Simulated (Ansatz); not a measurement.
Ansatz (an electronic-structure program) input:

Ansatz 0.2 input:
```yaml
crystal:
  periodic: [false, false, false]
  atoms:
    - {symbol: Te, position_ang: [-0.01161377, -0.05806005, 0.29664959]}
    - {symbol: F, position_ang: [0.40269439, 1.65596319, -0.79263972]}
    - {symbol: N, position_ang: [-0.25377935, -1.49297415, -1.00422763]}
    - {symbol: H, position_ang: [-1.24387820, -1.43372680, -1.26242809]}
basis:
  gaussian:
    orbitals: def2-SVPD
total_charge: -1
magnetization: {spin_polarized: false}
correlation: {method: ccsd_t, electrons: outside_noble_gas}
output: {forces: true}
```

Q: What final total energy does it print?

A: -421.86024 Eh (CCSD(T)/def2-SVPD). The basis has 86 functions. The run takes very roughly 29 core-seconds.

It need not be the lowest isomer of its formula. Whether it binds its extra electron was not tested at this geometry.
